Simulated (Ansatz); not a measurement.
Total energies of the cluster KCl2⁻ (the lowest singlet isomer of a short search) from Ansatz at r2SCAN-D4/def2-TZVPD, gas phase (1 Eh = 27.2114 eV = 2625.5 kJ/mol). The reference geometry is relaxed at PBE0-D4/def2-TZVPD.

Cartesian coordinates in Å:
```
K 0.001 0.001 0.001
Cl -2.616 -0.039 1.181
Cl 2.615 0.037 -1.182
```

```tsv
state	geometry	energy (Eh)
charge -1 singlet	reference	-1520.46974
charge 0 doublet	reference	-1520.30507
charge -1 triplet	relaxed at PBE0-D4/def2-TZVPD	-1520.31712
charge -1 quintet	relaxed at PBE0-D4/def2-TZVPD	-1520.10219
```

Problem. Work out the vertical ionisation energy to the doublet.

Solution. E(charge 0 doublet) − E(charge -1 singlet) = -1520.30507 − (-1520.46974) = 0.16467 Eh = 4.48 eV. For comparison, −ε of the highest occupied level is 1.95 eV at this level, 2.53 eV less.

Problem. Which of the charge -1 states is lowest, and how far above it are the others?

Solution. The singlet. triplet: -1520.31712 − (-1520.46974) = 0.15262 Eh = 400.7 kJ/mol; quintet: -1520.10219 − (-1520.46974) = 0.36755 Eh = 965.0 kJ/mol. The quintet differs in its bonds from the reference.

At r2SCAN-D4/def2-TZVPD the gap within one spin of the charge 0 doublet nearly closes, so an electron or hole may be smeared out by delocalisation error. At r2SCAN-D4/def2-TZVPD the gap within one spin of the charge -1 triplet nearly closes, so an electron or hole may be smeared out by delocalisation error. At r2SCAN-D4/def2-TZVPD the highest occupied level of the charge -1 triplet lies above zero (up to 0.95 eV). It is a level of α spin, whose loss leaves a doublet; that state wasn't run at this geometry and level. The electron is either unbound and held by the finite basis, or the level is raised by self-interaction error. At r2SCAN-D4/def2-TZVPD the highest occupied level of the charge -1 quintet lies above zero (up to 1.25 eV). It is a level of α spin, whose loss leaves a quartet; that state wasn't run at this geometry and level. The electron is either unbound and held by the finite basis, or the level is raised by self-interaction error. 

The structure comes from a short search, and lower isomers may exist.
